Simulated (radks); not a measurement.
Task: Species: the mercury ion Hg2+. Configuration: [Xe] 4f14 5d10 (the NIST ground configuration). Method: Dirac Kohn-Sham, PBE, spin-unpolarised, spherical densities, point nucleus; computed with a radial shooting solver on a logarithmic mesh with Libxc functionals. Some entries of the table are withheld. Estimate them.

orbital,occ.,eigenvalue (eV),r(max) (bohr)
1s1/2,2,(1),0.01022
2s1/2,2,-14725.37,0.05934
2p1/2,2,-14126.24,(2)
2p3/2,4,-12178.15,(3)
3s1/2,2,-3508.538,0.1670
3p1/2,2,-3239.304,0.1558
3p3/2,4,-2807.789,0.1710
3d3/2,4,(4),0.1330
3d5/2,6,(5),0.1372
4s1/2,2,-786.3416,0.3762
4p1/2,2,-671.0010,0.3742
4p3/2,4,-566.8099,0.4053
4d3/2,4,-378.6291,(6)
4d5/2,6,-359.2088,(7)
5s1/2,2,-137.0771,0.8288
4f5/2,6,-117.0910,0.3644
4f7/2,8,-112.8987,0.3689
5p1/2,2,-99.0975,0.8738
5p3/2,4,-80.8602,0.9531
5d3/2,4,-29.9432,1.141
5d5/2,6,-28.0216,1.177

Result: 
(1) 1s1/2 eigenvalue (eV): -83067.53
(2) 2p1/2 r(max) (bohr): 0.04362
(3) 2p3/2 r(max) (bohr): 0.05111
(4) 3d3/2 eigenvalue (eV): -2363.234
(5) 3d5/2 eigenvalue (eV): -2270.800
(6) 4d3/2 r(max) (bohr): 0.3976
(7) 4d5/2 r(max) (bohr): 0.4071
